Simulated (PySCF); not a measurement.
Structure and specific rotation at 589.3 nm (origin-invariant length gauge)

Theory: PySCF 2.14.0, TDDFT PBE0/def2-SVPD circular dichroism and optical rotation, one conformer, gas phase. Geometry: GFN2-xTB.

Each molecule in one low-energy conformer. The parent is CC[C@@H](C)[Si@H](N)P.

The molecule is flexible and this is one conformer; a measurement averages over conformers.

(1) How does the specific rotation at 589.3 nm (origin-invariant length gauge) change along this series?
- CC[C@@H](C)[Si@H](N)P (base)
- CC[C@H](C)[Si@H](N)P (diastereomer)

Results:

(1) 
```
             molecule  [α]589 (deg dm⁻¹ (g/mL)⁻¹)  S1 (eV)  R(S1), velocity form (10⁻⁴⁰ esu² cm²)
CC[C@@H](C)[Si@H](N)P                      +106.8     6.15                                  +16.2
 CC[C@H](C)[Si@H](N)P                       -31.6     6.02                                   -7.8
```
The specific rotation at 589.3 nm (origin-invariant length gauge) is lowest for CC[C@H](C)[Si@H](N)P and highest for CC[C@@H](C)[Si@H](N)P.
